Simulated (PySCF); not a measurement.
# Identify the compound

An unknown has the formula C3H9NOSi3. Its calculated NMR data are:

¹H NMR (600 MHz, computed): δ 9.86 (d, 1H), 4.38 (m, 1H), 3.78 (d, 3H), 3.74 (d, 3H), 2.94 (m, 1H).

¹³C{¹H} NMR (computed): δ 206.3 (CH), 122.5 (C), 31.9 (CH).

How the numbers were obtained: shieldings: GIAO PBE0/pcSseg-1, GFN2-xTB geometry, in PySCF 2.14.0 with density-fitted response routines (no relativistic terms, equivalent nuclei averaged, in vacuum, one computed conformer).

Shifts are taken against calculated references (same method and geometry level): TMS for ¹H (σref 31.72), ¹³C (σref 186.93).

Problem. What is the structure?

Solution. 
1. The formula gives 3 degrees of unsaturation (no ring in the answer).
2. 3 carbon signals for 3 carbons: no two carbons are equivalent.
3. Carbon types of the structure: 1 × C, 2 × CH, leaving 7 H on heteroatoms.
4. δC 206.3: aldehyde carbonyl carbon; the double bond to the heteroatom, with no lone-pair donor beside it, deshields it most.
5. δC 122.5: nitrile carbon; typical of a nitrile.
6. δC 31.9: sp3 CH bonded to Si, α to a carbonyl; α to the electron-withdrawing carbonyl group.
7. δH 9.86: hydrogen on an aldehyde carbonyl carbon; deshielded by the polar, anisotropic C=O bond.
8. δH 4.38: hydrogen on a silicon bonded to C, 2 Si.
9. δH 3.78, 3.74: hydrogen on a silicon bonded to Si.
10. δH 2.94: hydrogen on an sp3 CH bonded to Si, α to a carbonyl; α to C=O.

The compound is SMILES C(#N)[C@@H](C=O)[SiH]([SiH3])[SiH3].

This is the structure that produced the data.

Shifts are as computed. Against solution values, carbons near 30 ppm lie about +3 ppm off and those near 130 ppm about +5 ppm. Of 1211 compounds with measured shifts, 218 miss one by over three times the rms of a fit or turn the order of signals round; such compounds aren't used in these exercises. No couplings were computed; multiplicities are counted from neighbouring protons, with m where these are inequivalent, close in shift, in a saturated or five-membered ring or joined by F or P, and br s for small geminal =CH2 splittings.
